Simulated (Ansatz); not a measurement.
Reaction (silylene formation by 1,1-elimination): `[CH3][Al]([F])[SiH2]F` → `[CH3][Al]([F])[F]` + `[SiH2]`

Computed with Ansatz on PBE0-D4/def2-TZVP structures; ΔE is electronic, products minus reactants. CCSD(T)/CBS adds triple-zeta CCSD(T) − MP2 to the extrapolated MP2 energy (def2 sets, frozen cores). This one scheme is used for every species. DFT in def2-TZVPP. B3LYP here is the variant with VWN-RPA as its local correlation; programs differ in this. Each species was taken in one conformer, which may not be the lowest.

| level | ΔE (eV) |
| --- | --- |
| r2SCAN-D4 | 1.93 |
| ωB97M-V | 1.63 |
| r2SCAN | 1.91 |
| B3LYP | 1.60 |
| HF/def2-TZVPP | 1.55 |
| HF/def2-QZVPP | 1.56 |
| HF/CBS(def2) | 1.56 |
| MP2/CBS(def2) | 1.81 |

(1) What does CCSD(T)/CBS give? (Best estimate.)

Largest T1 diagnostic among the species: 0.014.

## Answers

(1) Computed: +1.70 eV. The listed levels differ from it by 0.23, -0.07, 0.21, -0.10, -0.15, -0.14, -0.14, 0.11 eV.

In def2-TZVPP, CCSD(T) changes the Hartree–Fock value by +0.07 eV (the triples alone add +0.04 eV) and MP2 by +0.18 eV. The D4 term adds +0.09 eV with B3LYP and +0.05 eV with PBE0; it sums over pairs of atoms, weighted by their polarisabilities, and B3LYP, whose exchange is more repulsive, gets the larger term. From PBE to PBE0 (25 % exact exchange), in def2-TZVPP and without D4, ΔE moves by +0.06 eV.
